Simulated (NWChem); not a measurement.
System: H2 cation, doublet

NWChem input:

```
start job
memory heap 200 mb stack 900 mb global 1100 mb
charge 1
geometry units angstroms noautoz
  H      0.000000     0.000000    -0.550426
  H      0.000000     0.000000     0.550426
end
basis spherical
  H library def2-svp
end
dft
  odft
  mult 2
  xc m06-2x
  iterations 150
  mulliken
end
task dft gradient
```

Parts of the log:

```
             Northwest Computational Chemistry Package (NWChem) 7.3.0
             --------------------------------------------------------

 ORDER OF PRIMARY AXIS IS BEING SET TO 4
 D4H symmetry detected

                             Geometry "geometry" -> ""
                             -------------------------

 Output coordinates in angstroms (scale by  1.889725989 to convert to a.u.)

  No.       Tag          Charge          X              Y              Z
 ---- ---------------- ---------- -------------- -------------- --------------
    1 H                    1.0000     0.00000000     0.00000000    -0.55042600
    2 H                    1.0000     0.00000000     0.00000000     0.55042600

 Effective nuclear repulsion energy (a.u.)       0.4806979040

      Symmetry information
      --------------------

 Group name             D4h
 Group number             28
 Group order              16
 No. of unique centers     1

                                 NWChem DFT Module
                                 -----------------

 Summary of "ao basis" -> "ao basis" (spherical)
 ------------------------------------------------------------------------------
       Tag                 Description            Shells   Functions and Types
 ---------------- ------------------------------  ------  ---------------------
 H                          def2-svp                 3        5   2s1p

      Symmetry analysis of basis
      --------------------------

        a1g         3
        a1u         0
        a2g         0
        a2u         3
        b1g         0
        b1u         0
        b2g         0
        b2u         0
        eg          2
        eu          2

            General Information
            -------------------
          SCF calculation type: DFT
          Wavefunction type:  spin polarized.
          No. of atoms     :     2
          No. of electrons :     1
           Alpha electrons :     1
            Beta electrons :     0
          Charge           :     1
          Spin multiplicity:     2
          Use of symmetry is: on ; symmetry adaption is: on
          Maximum number of iterations: 150
          AO basis - number of functions:    10
                     number of shells:     6
          Convergence on energy requested:  1.00D-06
          Convergence on density requested:  1.00D-05
          Convergence on gradient requested:  5.00D-04

              XC Information
              --------------
                       M06-2X Method XC Functional
                     Hartree-Fock (Exact) Exchange  0.540
                        M06-2X Exchange Functional  1.000
                      M06-2X Correlation Potential  1.000

             Grid Information
             ----------------
          Grid used for XC integration:  medium
          Radial quadrature: Mura-Knowles
          Angular quadrature: Lebedev.
          Tag              B.-S. Rad. Rad. Pts. Rad. Cut. Ang. Pts.
          ---              ---------- --------- --------- ---------
          H                   0.35       45           6.0       434
          Grid pruning is: on
          Number of quadrature shells:    45
          Spatial weights used:  Erf1

      Superposition of Atomic Density Guess
      -------------------------------------

 Sum of atomic energies:          -0.99855801

 Renormalizing density from       2.00 to      1

      Non-variational initial energy
      ------------------------------

 Total energy =      -0.476412
 1-e energy   =      -0.957110
 2-e energy   =       0.000000
 HOMO         =      -1.080091
 LUMO         =      -0.669978

   Symmetry analysis of molecular orbitals - initial alpha
   -------------------------------------------------------

  Numbering of irreducible representations:

     1 a1g         2 a1u         3 a2g         4 a2u         5 b1g
     6 b1u         7 b2g         8 b2u         9 eg         10 eu

  Orbital symmetries:

     1 a1g         2 a2u         3 a1g         4 a2u         5 eu
     6 eu          7 a1g         8 eg          9 eg         10 a2u

   Symmetry analysis of molecular orbitals - initial beta
   ------------------------------------------------------

  Numbering of irreducible representations:

     1 a1g         2 a1u         3 a2g         4 a2u         5 b1g
     6 b1u         7 b2g         8 b2u         9 eg         10 eu

  Orbital symmetries:

     1 a1g         2 a2u         3 a1g         4 a2u         5 eu
     6 eu          7 a1g         8 eg          9 eg         10 a2u

     ---------------------------------------------
      Total Density - Mulliken Population Analysis
     ---------------------------------------------

    Atom       Charge   Shell Charges
 -----------   ------   -------------------------------------------------------
    1 H    1     0.50   0.38  0.11  0.01
    2 H    1     0.50   0.38  0.11  0.01

     --------------------------------------------
      Spin Density - Mulliken Population Analysis
     --------------------------------------------

    Atom       Charge   Shell Charges
 -----------   ------   -------------------------------------------------------
    1 H    1     0.50   0.38  0.11  0.01
    2 H    1     0.50   0.38  0.11  0.01

[...]

                         DFT ENERGY GRADIENTS

    atom               coordinates                        gradient
                 x          y          z           x          y          z
   1 H       0.000000   0.000000  -1.040154    0.000000   0.000000  -0.000316
   2 H       0.000000   0.000000   1.040154    0.000000   0.000000   0.000316
```

Level: M06-2X/def2-SVP, spin-unrestricted. All runs use the structure optimised with PBE0/def2-SVP, spin-unrestricted. No stability test was run on the SCF state.
